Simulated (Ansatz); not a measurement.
Geometry optimisation, RKS PBE0-D4/def2-SVPD in Ansatz 0.2.0.

input.yaml

```yaml
crystal:
  periodic: [false, false, false]
  atoms:
    - { symbol: B, position_ang: [-1.12409, 2.13724, -0.43698] }
    - { symbol: Si, position_ang: [-0.24902, 0.47308, -0.12877] }
    - { symbol: C, position_ang: [0.55279, -1.04427, -0.30243] }
    - { symbol: O, position_ang: [1.16585, -1.93131, 0.71713] }
    - { symbol: H, position_ang: [-1.29973, 2.50621, -1.53331] }
    - { symbol: H, position_ang: [-1.43396, 2.83386, 0.45266] }
    - { symbol: H, position_ang: [0.49692, -2.58934, 0.98943] }
    - { symbol: H, position_ang: [1.89125, -2.38547, 0.24227] }
total_charge: 1
basis:
  gaussian: { orbitals: def2-SVPD }
hamiltonian:
  xc: pbe0
  dispersion: d4
relax:
  f_tol: 0.02
  max_steps: 50
```

Launched with:

```bash
$ ansatz run input.yaml --threads 2 --pin off --max-ram 3072MiB --backend cpu --events-out ev --progress --plain --runs-dir out
```

Problem. Where does it end, and by what steps?

Solution. The forces met the threshold. After 33 steps the energy has fallen by 3.794 eV; H6 moved furthest, 2.59 Å. Joined: B1–C3 (3.60 → 1.44 Å).

```
step  energy less start (eV)  largest force component (eV/Å)  accepted
   0                  0.0000                           2.742       yes
   2                 -0.3700                           0.930       yes
   4                 -0.5181                           0.766       yes
   6                 -0.6346                           0.428       yes
   8                 -0.6931                           0.464       yes
  10                 -0.7480                           0.296       yes
  12                 -0.9041                           0.331       yes
  14                 -1.1056                           0.439       yes
  16                 -1.5414                           1.267       yes
  18                 -2.4407                           1.228       yes
  20                 -3.0506                           1.103       yes
  22                 -3.4743                           0.606       yes
  24                 -3.6326                           0.386       yes
  26                 -3.6439                           1.431       yes
  28                 -3.7467                           0.527       yes
  30                 -3.7915                           0.099       yes
  32                 -3.7942                           0.036       yes
  33                 -3.7944                           0.017       yes
```

```xyz
8
Properties=species:S:1:pos:R:3
B -0.743 0.779 -0.453
Si 1.188 1.564 0.340
C 0.300 0.023 0.199
O 0.375 -1.351 0.558
H -0.315 1.993 -0.499
H -1.824 0.688 -0.953
H 1.257 -1.737 0.706
H -0.237 -1.959 0.102
```

Time of the run: 63 s on 2 threads of Intel(R) Xeon(R) Platinum 8559C (Emerald Rapids), on a shared host, peak memory 0.23 GiB.
